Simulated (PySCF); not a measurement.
Al(H)2(SiH3) (AlH5Si), SMILES [AlH2][SiH3]. The structure is a stationary point at PBE0-D3(BJ)/def2-TZVP.

PySCF with TDA-PBE0/def2-SVPD puts the lowest singlet excitations at 4.22, 4.98, 6.49, 6.62, 6.78, 6.88 eV.

### Question
What are the lowest excitation roots from PySCF 2.14.0 with ADC(2)/aug-cc-pVDZ? (An estimate is asked for; the answer gives what the named calculation found.)

### Answer
4.49, 5.56, 6.87, 7.01, 7.45, 7.55 eV. S1 differs by 0.27 eV (second minus first; roots are paired by order, and the bases may differ).
